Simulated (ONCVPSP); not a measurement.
Logarithmic derivatives: Bi (Z = 83), ONCV

bismuth (Bi), optimised norm-conserving Vanderbilt (ONCV), made with ONCVPSP 4.0.1 (LDA (Perdew-Wang 92), scalar-relativistic). Core [Kr] 4d10 4f14, reference 5s2 5p6 5d10 6s2 6p2.5 (charge +0.5). Waves: 5s+6s: rc 1.35 bohr, ncon 4, nbas 7, qcut 8 1/bohr, 3 projectors, debl 1.2 Ha; 5p+6p: rc 1.60 bohr, ncon 4, nbas 7, qcut 8.7 1/bohr, 2 projectors; 5d: rc 1.90 bohr, ncon 3, nbas 8, qcut 8.9 1/bohr, 1 projector. Local part: polynomial inside 0.85 bohr (lpopt 3, dvloc0 6 Ha). Core correction: Teter function fitted to the true core (icmod 2), fcfact 0.75.

The phase is arctan(r·R′/R) of the radial function R(r), unwrapped; energies in Ha, scanned from -7 to 5 Ha. A pole is an energy at which the radial function vanishes at the test radius. The pseudo phase is shifted by a multiple of π to meet the all-electron one at the reference energy, and phase errors are pseudo minus all-electron; the curves can meet again beyond the range given. Levels narrower than the energy grid can be missing from the lists of poles.

Task: For each channel, where are the poles, and over which energies does the pseudopotential scatter like the atom?

Result:

| channel | radius (bohr) | reference energy (Ha) | poles, all-electron | poles, pseudo | unbroken range about the reference energy with phases within 0.05 rad | phase error 1 Ha above the reference energy (rad) |
| --- | --- | --- | --- | --- | --- | --- |
| s | 1.37 | -0.68 | -5.35 | -5.35 | the whole range | +0.000 |
| p | 1.62 | -0.30 | -3.31 | -3.31 | the whole range | -0.001 |
| d | 1.93 | -1.14 | -0.76 | -0.76 | below 1.5 | -0.001 |

Phases in the p channel:

```csv
E (Ha),all-electron,pseudo
-6.96,1.316,1.316
-6.32,1.285,1.285
-5.68,1.234,1.234
-5.04,1.129,1.128
-4.40,0.710,0.709
-3.76,-1.250,-1.250
-3.12,-1.629,-1.630
-2.48,-1.752,-1.752
-1.84,-1.842,-1.842
-1.20,-1.943,-1.943
-0.56,-2.095,-2.095
0.08,-2.382,-2.382
0.72,-2.995,-2.996
1.36,-3.771,-3.773
2.00,-4.189,-4.191
2.64,-4.385,-4.387
3.28,-4.493,-4.496
3.92,-4.562,-4.565
4.56,-4.611,-4.615
```
